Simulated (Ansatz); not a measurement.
A CCSD(T) single point on FH₂ISi (`F[SiH2]I`).

```yaml
crystal:
  periodic: [false, false, false]
  atoms:
    - {symbol: F, position_ang: [-0.417077, -0.253237, 1.547168]}
    - {symbol: Si, position_ang: [0.136505, -0.141257, 0.058333]}
    - {symbol: I, position_ang: [-1.229927, 1.421912, -1.188024]}
    - {symbol: H, position_ang: [0.040098, -1.472130, -0.573920]}
    - {symbol: H, position_ang: [1.520201, 0.371011, 0.115042]}
basis:
  gaussian: {orbitals: def2-TZVPP}
correlation: {method: ccsd_t}
output: {orbitals: {seedname: orbitals}}
```

```sh
$ ansatz run in.yaml --threads 2 --pin off --events-out ev --progress --plain
```

Log, shortened:

```
Functional definition: HF
1080 factors; integrals over basis functions are off by at most 8.2e-4 eV
mean field evaluation 1: about -18675.0746 eV, gradient 2.7e1 eV
mean field evaluation 2: about -18675.1754 eV, gradient 2.8e1 eV
mean field evaluation 4: about -18676.7648 eV, gradient 2.1e0 eV
mean field evaluation 8: about -18676.7922 eV, gradient 1.6e-1 eV
mean field -18676.79232551 eV, -686.3594583780 hartree, gradient 3.4e-6 eV, S^2 0.000000; 0 other end points of the search recorded, 0 dependent functions left out
10 core orbitals not correlated: weight in the atoms' cores, before any rotation towards them, 1.000 or more for the frozen orbitals, at most 0.000 for the correlated occupied ones
reference -18676.79232551 eV, -686.3594583780 hartree; 15, 15 occupied and 126, 126 virtual orbitals, 1080 factors
second order -23.61691669 eV of doubles, -0.00000000 eV of singles
cycle   1  -22.63671261 eV  change    9.8e-1 eV  update   9.4e-2
cycle   2  -23.16831595 eV  change   -5.3e-1 eV  update   2.6e-2
cycle   3  -23.25355944 eV  change   -8.5e-2 eV  update   1.2e-2
cycle   4  -23.23094018 eV  change    2.3e-2 eV  update   2.7e-3
cycle   5  -23.22974972 eV  change    1.2e-3 eV  update   1.2e-3
cycle   6  -23.23074824 eV  change   -1.0e-3 eV  update   3.4e-4
cycle   7  -23.23051865 eV  change    2.3e-4 eV  update   1.3e-4
cycle   8  -23.23040766 eV  change    1.1e-4 eV  update   3.9e-5
cycle   9  -23.23043263 eV  change   -2.5e-5 eV  update   1.6e-5
perturbative correction -0.58220194 eV, -0.0213955268 hartree
Total energy: -18700.60496008 eV, -687.2345565577 hartree
```

Run time 10 s (2 threads of a server CPU on a shared host); peak host memory 0.83 GiB.

MP2 recovers 99.2 % of the CCSD(T) correlation energy and the triples give 2.4 %; T1 = 0.0095.
